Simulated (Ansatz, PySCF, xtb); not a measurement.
Dimer: C2H4 (SMILES C=C) (first 6 atoms) with H4OSi (SMILES O[SiH3]); geometry from B3LYP-D3(BJ)/def2-TZVP, rigid monomers moved along the line of their centres of mass till C2···H9 is 2.21 Å.
(charge 0, multiplicity 1):
```xyz
12

C      0.636     0.577     0.249
C     -0.040    -0.560     0.147
H      0.164     1.491     0.590
H      1.686     0.641    -0.009
H      0.429    -1.473    -0.198
H     -1.092    -0.622     0.401
O      0.707    -0.502     3.160
Si    -0.608     0.236     3.825
H      0.783    -0.461     2.198
H     -0.639     1.690     3.521
H     -0.507     0.037     5.285
H     -1.880    -0.350     3.330
```

Interaction energies are E(AB) − E(A) − E(B) at the monomers' geometry in the complex; basis-set methods are counterpoise corrected. Rows marked so take none.

Correlated levels freeze the cores. Rows in 6-31G* carry no dispersion term and start afresh at each structure (6-31G* with six Cartesian d functions).

Run with Ansatz (a program for electronic structure); PySCF for 6-31G* rows; xtb for the GFN methods. Values without a source in brackets are computed.

### Question
Give the interaction energy at the level GFN-FF.

### Answer
-1.6 kcal/mol
